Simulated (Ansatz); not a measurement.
A nudged elastic band was laid between two geometries of BCl₃F (5 atoms, charge 0, multiplicity 2).

All numbers below come from UKS PBE-D4/def2-SVP (Ansatz).

* movable images: 5
* climbing image: yes
* spring: 5.0 eV/Å²
* optimiser: quadratic models (default)
* start path: through a guess of the saddle point
* force threshold: 0.05 eV/Å
* iteration limit: 60
* end points: relaxed

Initial state:

```xyz
5
Properties=species:S:1:pos:R:3
B 0.001 0.114 0.964
Cl -0.002 -1.693 1.473
Cl 1.500 0.310 -0.144
Cl -1.500 0.311 -0.142
F 0.002 0.958 2.009
```

Final state:

```xyz
5
Properties=species:S:1:pos:R:3
B 0.000 -0.045 -0.002
Cl 0.000 0.051 1.766
Cl 1.522 -0.092 -0.855
Cl -1.523 -0.091 -0.854
F 0.001 0.178 4.106
```

Task: Which bonds break or form, and what moves?

Result: Bonds broken: B1–F5. BCl3F becomes BCl3 + F.

Task: Give the energies along the band, and the barrier.

Result: The run ended unconverged. The highest image is number 6 of 0 to 6, 2.65 eV above the first end and 0.00 eV above the last; the last end lies 2.65 eV above the first. The band didn't meet its force threshold, so its energies are provisional: the largest band force was still 0.10 eV/Å, and over the last iterations the top stayed at 2.65 eV.

| image | path coordinate (Å) | energy (eV) | B1–F5 (Å) |
| --- | --- | --- | --- |
| 0 | 0.00 | 0.00 | 1.34 |
| 1 | 0.72 | 1.59 | 1.85 |
| 2 | 1.44 | 2.18 | 2.71 |
| 3 | 2.16 | 2.33 | 3.33 |
| 4 | 2.89 | 2.47 | 3.82 |
| 5 | 3.62 | 2.65 | 4.11 |
| 6 | 3.62 | 2.65 | 4.11 |

Run time: 11 min on 2 threads of Arm Neoverse V2 (shared host), peak memory 0.18 GiB.
